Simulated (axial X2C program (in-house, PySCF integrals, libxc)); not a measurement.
GeF⁻: cheaper levels and CCSD(T), two-component

All values were computed with an in-house all-electron X2C program for linear molecules (integrals from PySCF). Two-component (2c) means X2C with spin–orbit coupling and atomic mean-field two-electron Coulomb and Gaunt terms. Basis: Ge dyall-acv3z [10s10p8d5f1g], F dyall-av3z [7s6p3d2f] (cores contracted in-house); Gaussian nuclei, density fitting, unrestricted open shells. Masses: Ge 73.921 u, F 18.998 u.

State: Ω = 1 (⟨Sz⟩ = 1.00, ⟨Lz⟩ = 0.00 at HF); fragments Ge + F-.

```json
{"level": "PBE0", "Re (Å)": "1.841", "ωe (cm⁻¹)": "510.4"}
{"level": "HF", "Re (Å)": "1.819", "ωe (cm⁻¹)": "531.6"}
{"level": "MP2", "Re (Å)": "1.857", "ωe (cm⁻¹)": "498.6"}
{"level": "CCSD", "Re (Å)": "1.845", "ωe (cm⁻¹)": "509.9"}
{"level": "B97-3", "Re (Å)": "1.858", "ωe (cm⁻¹)": "489.5"}
```

Correlated methods: 12 electrons correlated (number of frozen shells: Ge 3 s, 2 p, 1 d; F 1 s), 264 virtual spin orbitals or spinors in MP2, 90 natural virtuals in coupled cluster.

CCSD(T), same Hamiltonian and basis:

Re = 1.852 Å, ωe = 502.9 cm⁻¹; T1 = 0.017 (Lee–Taylor normalisation).

(1) Give the differences from CCSD(T) in the columns below.

The state is one determinant whose occupation by symmetry is held fixed; it was picked as the lowest of a PBE0 search that is not exhaustive. De is not given where an atomic determinant may have missed its ground term or J level, or where the truncated virtual space spoils (T). Density functionals use the spin component along the axis (collinear). Coupled cluster ran in a truncated set of natural virtual spinors; the MP2 energy of the rest was added. (T) has no such correction and the atoms are truncated less, which lowers De at CCSD(T) by a hundredth of an eV or more. Other states lie close and PBE0, whose exact exchange favours high spin, may order them wrongly; the determinant shown need not be the ground state. The nearest other 2c determinant of the search, Ω = 0, lies 0.59 eV up at the distance of the search. Without a current term, density functionals place determinants with orbital angular momentum somewhat too high. With several unpaired electrons one determinant need not be a pure state. Open-shell Ω = 0 determinants with evenly filled partner blocks cannot be reached by this program, so the Ω shown need not be the lowest component. This is the Ω = 1 component of a π² triplet; the 0⁺ component is not one determinant and can lie lowest. The highest occupied level of some functionals is positive through self-interaction error; at Hartree–Fock it is bound. With the outer-core shells frozen, correlated bond lengths of heavy atoms tend to come out a few hundredths of an ångström too long.

Results:

(1) 

```
level  ΔRe (Å)  Δωe (cm⁻¹)
 PBE0   -0.011           8
   HF   -0.033          29
  MP2    0.005          -4
 CCSD   -0.007           7
B97-3    0.006         -13
```
